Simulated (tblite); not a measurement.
C₆H₁₂N (doublet state).
Geometry (GFN2-xTB, Å), atoms numbered from 1 in this order:
```
atom  x, y, z in Å
C1    -0.5224    2.0392   -0.7763
C2    -1.1343    0.7321   -0.5572
C3    -0.1878   -0.2964    0.2073
C4    -0.9228   -1.6368    0.3123
N5     0.1356    0.1491    1.5403
C6     1.0605   -0.4875   -0.6099
C7     2.2940   -0.4311   -0.1452
H8    -0.6577    2.8404   -0.0746
H9     0.2251    2.1618   -1.5363
H10   -2.0455    0.8230    0.0397
H11   -1.3800    0.2572   -1.5106
H12   -0.3103   -2.3325    0.8800
H13   -1.1088   -2.0528   -0.6743
H14   -1.8746   -1.5115    0.8247
H15   -0.7010    0.2307    2.1061
H16    0.6005    1.0492    1.5129
H17    0.8768   -0.6973   -1.6553
H18    2.4967   -0.2415    0.8944
H19    3.1461   -0.5862   -0.7856
```

Structure optimised with GFN2-xTB, isolated species. This method treats the open shell by occupation alone, without spin polarisation.

Take the most abundant isotopes and a rigid rotor. The values belong to one conformer with, in the numbering `[CH2:1][CH2:2][C@:3]([CH3:4])([NH2:5])[CH:6]=[CH2:7]`, H–C1–C2–C3 -93° and 75°, C1–C2–C3–C4 -177°, C2–C3–N5–H 62° and -59°, C2–C3–C6–C7 132°.

(1) What are A, B and C (GHz)?

(2) Classify the top.

(3) Is it planar, by Δ = Ic − Ia − Ib?

(4) List the rotational levels J(Ka,Kc) to J = 2 (MHz).

(5) Estimate the classical rotational partition function at 100 K, 200 K and 298.15 K.

Results:

(1) Ia = 171.53, Ib = 210.66, Ic = 269.10 u·Å²; 505379 MHz·u·Å²/I gives 2946, 2399 and 1878 MHz, that is A = 2.9463, B = 2.3990, C = 1.8780 GHz.

(2) An asymmetric top: κ = (2 × 2399 − 2946 − 1878)/(2946 − 1878) = -0.02.

(3) Not planar: Δ = Ic − Ia − Ib = -113.09 u·Å². For a rigid frame Δ = −2 Σ m c², so Σ m c² = 56.54 u·Å² lies off the ab plane: 17.30 from hydrogen and 39.24 from heavier atoms. The atom farthest from that plane is 1.87 Å away.

(4) Above 0(0,0):
J = 1: 1(0,1) 4277, 1(1,1) 4824, 1(1,0) 5345
J = 2: 2(0,2) 12596, 2(1,2) 12857, 2(1,1) 14420, 2(2,1) 16062, 2(2,0) 16297
Those of J = 1 are B + C, A + C and A + B.

(5) Point group C1, symmetry number σ = 1; q = (√π/σ)·√((kT/h)³/(ABC)), k/h = 20836.6 MHz/K: 46300 at 100 K, 131000 at 200 K, 238000 at 298.15 K.

For this open shell read J as N, the rotation without spin; fine and hyperfine splittings come on top. Its GFN2-xTB frequencies are all real (lowest 71 cm⁻¹). No vibrational averaging or centrifugal distortion is included, and the geometry carries the error of its method.

All values are computed, not measured.
